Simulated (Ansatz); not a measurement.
Cost and result for the atomization energy of C3H4OZn (9 atoms, 7 bonds).

```xyz
9

C     1.436   -0.732    0.176
C     0.027   -0.452   -0.034
C    -1.138   -0.219   -0.208
O    -2.415   -0.030   -0.403
Zn   -0.760    2.926    0.119
H     1.889   -1.187   -0.708
H     1.585   -1.412    1.020
H     1.986    0.188    0.393
H    -2.610    0.919   -0.355
```

Charge 0, multiplicity 1. For Zn the d shell is correlated and the shells below it are frozen. Scalar relativity is left out up to krypton. The bonds changed during the relaxation, so this is another structure than the one it started from. Geometry: relaxed with PBE0-D4/def2-TZVP. It is one conformer, not always the lowest. Program: Ansatz. All runs use 4 threads of an Arm Neoverse V2 on a shared host. Times are those of one run each, without the atoms' runs, and a repeat can differ threefold. Electronic energies, without spin–orbit coupling; frozen cores. CCSD(T)/CBS adds CCSD(T) − MP2 in def2-TZVPP to the MP2 limit, and its time is that of the two runs behind it. T1 = 0.014. With those shells the extrapolation isn't a true limit. B3LYP takes the VWN-RPA correlation (the form of Gaussian; ORCA's B3LYP/G).

CCSD(T)/CBS is a level of theory with its own doubt, some kJ/mol a heavy atom from the limit and from the frozen cores, so smaller differences don't rank the functionals.

```csv
level,functions,wall time,atomization (kJ/mol),difference from CCSD(T)/CBS,per bond
PBE-D4/def2-TZVPP (with forces),244,2.3 s,3473.2,135.8,19.4
PBE0-D4/def2-TZVPP,244,2.9 s,3377.8,40.4,5.8
r2SCAN-D4/def2-TZVPP (with forces),244,4.3 s,3356.4,19.0,2.7
B3LYP-D4/def2-TZVPP (with forces),244,4.6 s,3351.1,13.7,1.9
B2PLYP/def2-TZVPP,244,5.5 s,3315.4,-22.0,-3.1
ωB97X-V/def2-TZVPP,244,7 s,3334.5,-2.9,-0.4
ωB97M-V/def2-TZVPP (with forces),244,11 s,3351.6,14.2,2.0
MP2/def2-QZVPP,448,19 s,3396.1,58.7,8.4
CCSD(T)/def2-TZVPP,244,2.7 min,3245.6,-91.8,-13.1
CCSD(T)/CBS(def2),–,3 min,3337.4,0.0,0.0
```

From PBE to PBE0 (25 % exact exchange), in def2-TZVPP and without D4, the atomization energy moves by −92.8 kJ/mol: exact exchange takes away binding that semilocal exchange gives to molecules. The D4 term adds +29.2 kJ/mol with B3LYP and +15.6 kJ/mol with PBE0; it sums over pairs of atoms, weighted by their polarisabilities, and B3LYP, whose exchange is more repulsive, gets the larger term. In def2-TZVPP, CCSD(T) changes the Hartree–Fock value by +900.4 kJ/mol (the triples alone add +64.8 kJ/mol) and MP2 by +997.0 kJ/mol; breaking electron pairs costs correlation energy, which Hartree–Fock lacks.
